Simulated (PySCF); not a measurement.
SMILES Cl[Se]I, singlet, PBE0/def2-SVP optimised geometry.

```
3

Se    -1.02    -1.06     0.00
Cl    -1.50     1.06     0.00
I      1.50    -1.06     0.00
```

Density from PySCF 2.14.0 with PBE0/def2-TZVP, def2 effective core potentials past Kr at that geometry. The core electrons that the potentials of I replace are not part of the density.

Minimum of the electron density along straight lines between bonded atoms, close to the bond critical point (lines longer than 1.1 times the sum of covalent radii, or with two minima, are not listed):

```tsv
bond	length / Å	ρ at the minimum / e bohr⁻³	∇²ρ there / e bohr⁻⁵	position (fraction from the first atom)
Se1–Cl2	2.180	?	?	0.47
Se1–I3	2.517	0.088	?	0.49
```

Question: Some entries are withheld; supply them.

Answer: 
- Se1–Cl2, ρ at the minimum / e bohr⁻³: 0.119
- Se1–Cl2, ∇²ρ there / e bohr⁻⁵: -0.02
- Se1–I3, ∇²ρ there / e bohr⁻⁵: -0.01
